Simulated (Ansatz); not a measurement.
```xyz
2

Ga   -1.0948   -0.0952   -0.4494
Br    1.0948    0.0952    0.4494
```

The species carries charge 0 and has multiplicity 1.

Problem. List the PBE0/def2-TZVPP orbital energies in eV (Ansatz 0.2.0). (Estimate.)

Solution. The calculation gave: Occupied: -13149.42, -10147.82, -1704.32, -1534.84, -1534.82, -1534.82, -1253.62, -1109.75, -1109.75, -1109.70, -238.15, -178.43, -178.36, -178.36, -151.84, -104.69, -104.69, -104.54, -71.94, -71.92, -71.92, -71.86, -71.86, -23.78, -23.78, -23.75, -23.67, -23.67, -20.65, -11.24, -8.23, -8.23, -7.32. Lowest empty: -1.79, -1.79, 0.42, 3.87, 4.72, 4.72, 5.16, 5.16.
